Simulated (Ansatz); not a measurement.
One change: `CC[O][Zr]([OH])([F])[Cl]` becomes `CC[O][Zr]([OH])([Cl])[O]C`.

Ansatz, PBE0-D4/def2-TZVP geometries, multiplicity 1. Each molecule was computed in one conformer, which needn't be the lowest.

Elements past krypton have def2 core potentials.

```tsv
property	`CC[O][Zr]([OH])([F])[Cl]`
HOMO energy (PBE0/def2-TZVPP) / eV	-8.59
HOMO–LUMO gap (B3LYP/def2-TZVPP) / eV	7.58
HOMO–LUMO gap (ωB97M-V/def2-TZVPP) / eV	11.52
size of the dipole moment (B3LYP/def2-TZVPP) / D	3.92
LUMO energy (B3LYP/def2-TZVPP) / eV	-0.77
size of the dipole moment (PBE/def2-TZVPP) / D	3.88
```

(1) What does the change do to each property? (Estimate.)

## Answers

(1) Ansatz gave: 
| property | `CC[O][Zr]([OH])([Cl])[O]C` | shift |
| --- | --- | --- |
| HOMO energy (PBE0/def2-TZVPP) / eV | -8.07 | 0.52 |
| HOMO–LUMO gap (B3LYP/def2-TZVPP) / eV | 7.44 | -0.14 |
| HOMO–LUMO gap (ωB97M-V/def2-TZVPP) / eV | 11.18 | -0.34 |
| size of the dipole moment (B3LYP/def2-TZVPP) / D | 3.92 | 0.00 |
| LUMO energy (B3LYP/def2-TZVPP) / eV | -0.39 | 0.38 |
| size of the dipole moment (PBE/def2-TZVPP) / D | 3.91 | 0.03 |

With PBE0 the HOMO rises by 0.52 eV and the LUMO rises by 0.41 eV, so the gap narrows by about 0.11 eV. PBE moves the HOMO by 0.54 eV and ωB97M-V by 0.51 eV. Dipoles are sizes alone; their direction can turn.

B3LYP here is the variant with VWN-RPA as its local correlation; programs differ in this.
